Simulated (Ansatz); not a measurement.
System: BPH₄, charge 0, singlet. BPH4 (SMILES BP).
B3LYP-D3(BJ)/def2-TZVP minimum from Ansatz (an electronic-structure program):
```xyz
6

B      0.0820    -0.4263    -1.2254
H     -0.6940    -0.0338    -2.0361
H      0.8531    -1.2898    -1.4957
P     -0.0924     0.1193     0.5419
H     -0.4032     1.4915     0.4814
H      1.2204     0.1734     1.0485
```

Hartree-Fock and MP2 correlation energies in hartree (Ansatz). Open shells are spin-unrestricted; no spin-orbit coupling. Correlated methods leave the cores frozen. No relativity.

```json
[
 {"basis": "cc-pV(T+d)Z", "X": "3", "E(HF)": "-367.75075", "E(corr, MP2)": "-0.26450"},
 {"basis": "cc-pV(Q+d)Z", "X": "4", "E(HF)": "-367.75591", "E(corr, MP2)": "-0.28288"},
 {"basis": "cc-pV(5+d)Z", "X": "5", "E(HF)": "-367.75697", "E(corr, MP2)": "withheld"}
]
```

Fit E(corr) = E∞ + A/X³ to X = 3 and 4, predict X = 5, and compare with the run.

A = (-0.26450 - (-0.28288))/(1/27 - 1/64) = 0.8584; E∞ = -0.28288 - A/64 = -0.29629; at X = 5, E∞ + A/125 = -0.28943. The run gave -0.29030, 0.87 mEh below the prediction. The same form on X = 4 and 5 gives E∞ = -0.29808, 1.79 mEh below the first estimate.
